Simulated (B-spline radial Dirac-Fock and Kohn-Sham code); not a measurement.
**I⁻: photoemission with 147 eV photons**

System: I⁻, [Kr] 4d10 5s2 5p6, inside a Watson sphere of charge +1 and radius 1.87 Å (a model of the Madelung potential; inside it an electron's potential energy is lowered by 7.7 eV).

Calculated with a radial B-spline solver, using the independent-particle Dirac-Slater model, thresholds from Dirac-Fock. The asymmetry parameter β is from the dipole term alone. Kinetic energies are from the vacuum level.

| subshell | electrons | binding (eV) | kinetic (eV) | σ (kb) | β |
| --- | --- | --- | --- | --- | --- |
| N3 (4p3/2) | 4 | 140.4 | 6.63 | 424 | -0.31 |
| N4 (4d3/2) | 4 | 56.58 | 90.42 | 151 | 0.28 |
| N5 (4d5/2) | 6 | 54.88 | 92.12 | 219 | -0.10 |
| O1 (5s) | 2 | 22.22 | 124.8 | 61.6 | 1.96 |
| O2 (5p1/2) | 2 | 10.11 | 136.9 | 27.0 | 0.31 |
| O3 (5p3/2) | 4 | 9.14 | 137.9 | 64.9 | 0.41 |

Branching ratios of the spin-orbit partners (statistical value in brackets): 4d 1.45 (1.50), 5p 2.41 (2.00).

At such low photon energies correlation between channels can change these cross sections by tens of per cent.
